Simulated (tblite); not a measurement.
Run record: tight-binding relaxation, `COCB(C)CCBr`.

Computed with GFN2-xTB geometry optimisation, gas phase (tblite 0.8.0). Start geometry: from a force field or distance geometry. The command runs a driver script over a list of jobs; the input below is this job's line of settings and its coordinates in Å.

Command:
```bash
OMP_NUM_THREADS=1 python probes_run.py task.json out
```

Input:
```
{"job": {"kind": "relax", "xc": "GFN2-xTB", "basis": "xTB"}, "charge": 0, "multiplicity": 1}
C      2.760400    -1.008400    -0.180200
O      1.565400    -0.407500     0.180300
C      0.809500     0.041100    -0.876800
B     -0.541200     0.717100    -0.306500
C     -0.276100     2.183200     0.286100
C     -1.536200    -0.160000     0.617900
C     -2.324300    -1.136200    -0.202900
Br    -3.415400    -0.298400    -1.532500
H      2.500400    -1.874800    -0.817900
H      3.350400    -1.367400     0.680500
H      3.382000    -0.351600    -0.811200
H      0.586600    -0.725400    -1.637900
H      1.399000     0.843900    -1.353900
H      0.285800     2.725800    -0.525500
H      0.453400     2.011500     1.103900
H     -1.199100     2.675600     0.599700
H     -2.205100     0.503800     1.208000
H     -0.971900    -0.748400     1.367500
H     -2.953900    -1.733100     0.501800
H     -1.674900    -1.880200    -0.713100
```

Question: Estimate the output.

Answer: 
```
step      E/eV     max force
  0    -711.52607    2.923
  1    -711.85801    1.999
  2    -712.01642    1.041
  3    -712.08580    0.602
  4    -712.12245    0.396
  5    -712.14345    0.394
  6    -712.15810    0.333
  7    -712.17224    0.297
  8    -712.18391    0.266
  9    -712.19331    0.248
... (206 lines left out)
216    -712.48243    0.041
217    -712.48262    0.024
218    -712.48278    0.028
219    -712.48294    0.027
220    -712.48310    0.027
221    -712.48322    0.026
222    -712.48330    0.017
223    -712.48335    0.014
224    -712.48338    0.012
225    -712.48341    0.010
```

«max force» is the largest atomic force in eV/Å.

Question: From which step on does the largest force stay under 0.1 eV/Å, and how much energy is left to gain from there?

Answer: From step 203 (0.057 eV/Å), 3.9 meV above the end.

Summary of the converged run: energy lowered by 22.1 kcal/mol over 225 steps; largest atomic force 0.010 eV/Å at the end.

Question: Where do the atoms end?

Answer: 0.938 Å rms from the input after alignment:
```
atom  x, y, z in Å
C1     2.4134   -1.5691   -0.6828
O2     1.2420   -1.0630   -0.1030
C3     0.9949    0.2952   -0.4417
B4    -0.3342    0.8993    0.1728
C5    -0.6574    2.4189   -0.0490
C6    -1.3577   -0.0298    0.9577
C7    -1.7824   -1.2365    0.1325
Br8   -2.6069   -0.6709   -1.5480
H9     2.3584   -1.5445   -1.7793
H10    2.5113   -2.6010   -0.3491
H11    3.2955   -0.9979   -0.3649
H12    0.9522    0.3927   -1.5418
H13    1.8627    0.9054   -0.1362
H14    0.1334    2.9848   -0.5350
H15   -0.9004    2.9162    0.8892
H16   -1.5523    2.5105   -0.6661
H17   -2.2490    0.5126    1.2836
H18   -0.8746   -0.4256    1.8565
H19   -2.5320   -1.8459    0.6370
H20   -0.9222   -1.8407   -0.1451
```

On an Arm Neoverse N1 with one thread, no GPU, shared host with 64 logical CPUs at a one-minute load of 61, this took 3.1 s of wall time.
Labels such as C1 count atoms from 1, the log's own numbers from 0.
